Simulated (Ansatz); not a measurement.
Consider the cleavage of the B–Si bond: `B[SiH](B)CF` + `OC(O)O` → `BOC(O)O` + `B[SiH2]CF`.

Isolated molecules relaxed with PBE0-D4/def2-TZVP in Ansatz; ΔE leaves out vibrations. CCSD(T)/CBS adds triple-zeta CCSD(T) − MP2 to the extrapolated MP2 energy (def2 sets, frozen cores). Functionals use def2-TZVPP. Each species was taken in one conformer, which may not be the lowest.

| species | PBE-D4 energy (Eh) |
| --- | --- |
| `B[SiH](B)CF` | -480.95300 |
| `OC(O)O` | -266.02532 |
| `BOC(O)O` | -291.46313 |
| `B[SiH2]CF` | -455.56983 |

Q: Work out ΔE.

A: ΔE = (-291.46313) + (-455.56983) − (-480.95300) − (-266.02532) = -0.05464 Eh = -1.49 eV. CCSD(T)/CBS gives -1.59 eV.

Largest T1 diagnostic among the species: 0.014.

In def2-TZVPP, CCSD(T) changes the Hartree–Fock value by +0.11 eV (the triples alone add +0.00 eV) and MP2 by +0.06 eV.
